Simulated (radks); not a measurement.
Numerical settings for neutral niobium, [Kr] 4d4 5s1. Calculated with a radial shooting solver on a logarithmic mesh with Libxc functionals: Dirac Kohn-Sham, BLYP, spin-unpolarised, spherical densities, finite nucleus; open shells fill j = l - 1/2 first; Fermi nuclear charge, rms radius 4.324 fm. The defaults (mesh step 0.008 in ln r, mesh end at 40 bohr or more with all orbitals vanishing there, Anderson mixing 0.5 over 9 steps, residual threshold near 1e-9 with the energy settled to 1e-9 hartree or 1e-11 of itself, here a cap of 73 iterations) give E = -3820.5978 hartree and 4d3/2 at -2.939 eV in 15 iterations. Run on one thread of a shared host, so times are rough (Intel(R) Xeon(R) Platinum 8488C): 0.21 s of CPU time, 0.21 s wall, 15 iterations on 2437 mesh points. Changes against that run (0 stands for a change within the tolerance of the run):

setting,iterations,converged,E (mhartree),e(4d3/2) (meV),CPU (s)
mesh step in ln r 0.003,18,yes,0,0,0.56
mesh step in ln r 0.08,14,yes,+0.264,-0.0267,0.04
mesh step in ln r 0.12,2,no,diverged,-,0.01
mesh end (bohr) 3,15,level above zero,+2.31e+03,+1.99e+04,0.16
mesh end (bohr) 20,15,yes,0,+0.0165,0.2
residual threshold 1e-16,73,no,0,0,0.52
residual threshold 1e-13,73,yes,0,0,0.52
mixing 2.5,22,yes,0,0,0.26
"linear mixing, mixing 1",12,no,diverged,-,0.37
"linear mixing, mixing 0.05",73,no,+0.04,-67,0.82
mixing history 20,21,yes,0,0,0.28
iteration cap 3,3,no,+2.21,-355,0.07

Settled on a wrong energy, with an occupied level pushed above zero by the early mesh end: mesh end (bohr) 3 (+2.31 hartree). Apart from these: no run marked as converged misses the energy by more than 1 mhartree. A mesh that ends early acts as a hard wall.
